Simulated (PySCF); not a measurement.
**Spin-rotation constants: `C=C(CC#CC)C(=O)O`, C$_{7}$H$_{8}$O$_{2}$**

Cartesian coordinates in Å; atom numbers follow the order of the lines, from 1:
```xyz
17

C    -1.822   -1.825   -0.525
C    -1.392   -0.670   -0.028
C    -0.494   -0.551    1.173
C     0.818   -0.090    0.749
C     1.881    0.293    0.349
C     3.170    0.761   -0.111
C    -1.785    0.589   -0.710
O    -2.338    0.649   -1.780
O    -1.478    1.688   -0.005
H    -1.568   -2.771   -0.078
H    -2.447   -1.842   -1.402
H    -0.910    0.173    1.879
H    -0.402   -1.522    1.666
H     3.048    1.333   -1.030
H     3.829   -0.085   -0.305
H     3.626    1.400    0.645
H    -1.744    2.481   -0.496
```

Theory: PySCF, GIAO B3LYP/pcSseg-1 magnetisability, rotational g tensor and spin-rotation constants, non-relativistic, gas phase. Geometry: GFN2-xTB.

Give the nuclear spin-rotation constants along the inertial axes (H = +C I·J) beside the isotropic shieldings.

Rotational constants 2.5112, 0.9900, 0.8534 GHz. A star marks the isotopologue with that one atom substituted, in its own axes.
```tsv
atom	isotope	Caa (kHz)	Cbb (kHz)	Ccc (kHz)	mean (kHz)	σ (ppm)
H10	1H	-0.254	0.090	-0.098	-0.087	26.0
H11	1H	0.027	-0.081	-0.031	-0.028	25.2
H12	1H	-0.255	-0.089	0.023	-0.107	28.3
H13	1H	-0.273	0.039	-0.090	-0.108	28.9
H14	1H	-0.260	-0.022	-0.056	-0.113	29.9
H15	1H	-0.198	-0.052	-0.052	-0.101	29.9
H16	1H	-0.140	-0.093	-0.035	-0.089	29.8
H17	1H	-0.286	0.065	-0.100	-0.107	25.7
C1	13C*	0.787	0.417	0.209	0.471	46.5
C2	13C*	0.827	0.444	0.218	0.496	36.1
C3	13C*	0.396	0.164	0.141	0.234	154.6
C4	13C*	0.359	0.298	0.257	0.305	99.7
C5	13C*	0.358	0.296	0.263	0.305	98.0
C6	13C*	0.312	0.127	0.110	0.183	177.4
C7	13C*	0.739	0.494	0.298	0.510	9.9
O8	17O*	-0.729	-0.491	-0.341	-0.520	-86.3
O9	17O*	-0.547	-0.263	-0.161	-0.324	122.6
```
For the geometry as given, no vibrational averaging.
